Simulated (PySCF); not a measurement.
Compound: C₆H₈N₂OSi.
Geometry (PBE0-D3(BJ)/def2-SVP, Å), atoms numbered from 1 in this order:
```
atom  x, y, z in Å
C1     4.9868   -0.1430    0.7790
C2     3.8046   -0.0536    0.5230
C3     2.4144    0.0305    0.2305
C4     1.4353   -0.8770    0.5827
N5     0.2518   -0.3796    0.0858
Si6   -1.3590   -1.1037    0.2196
O7    -2.3164    0.0088   -0.5305
C8    -3.7008   -0.0687   -0.7426
C9     0.5798    0.8046   -0.5378
N10    1.8513    1.0752   -0.4699
H11    6.0356   -0.2129    1.0004
H12    1.5011   -1.8123    1.1339
H13   -1.6991   -1.2832    1.6592
H14   -1.3763   -2.4235   -0.4724
H15   -3.9849   -0.9877   -1.2855
H16   -4.0088    0.7946   -1.3497
H17   -4.2619   -0.0374    0.2079
H18   -0.1821    1.4141   -1.0221
```

All values: PBE0/pcSseg-1 (PySCF, non-relativistic), on one gas-phase PBE0-D3(BJ)/def2-SVP geometry that isn't relaxed in the solvent. The solvent is an IEF-PCM continuum (van der Waals radii × 1.2). The model holds no explicit solvent molecules, cavitation or dispersion.

```tsv
run	E − E(gas) (kJ/mol)	HOMO (eV)	HOMO–LUMO gap (eV)	dipole (D)
gas	0.00	-6.42	6.19	5.72
P	-41.19	-6.70	6.26	7.27
Q	-35.27	-6.66	6.25	7.05
```

Task: The runs were made in acetone and tetrahydrofuran. Which run belongs to which solvent?

Result: P = acetone, Q = tetrahydrofuran. The dielectric constants are 7.426 (tetrahydrofuran), 20.49 (acetone), and the energy falls further as ε rises. In this model the ground state sees the solvent through ε alone.

Task: How constant is the ratio of the lowering to (ε − 1)/(2ε + 1)?

Result: 
| solvent | (ε − 1)/(2ε + 1) | E − E(gas) (kJ/mol) | ratio (kJ/mol) | polarisation term (kJ/mol) |
| --- | --- | --- | --- | --- |
| tetrahydrofuran | 0.405 | -35.27 | -87.0 | -41.46 |
| acetone | 0.464 | -41.19 | -88.7 | -49.72 |

The ratio changes by +2.0 % in size from tetrahydrofuran to acetone. The polarisation term is half the interaction of the solute with the induced surface charges.
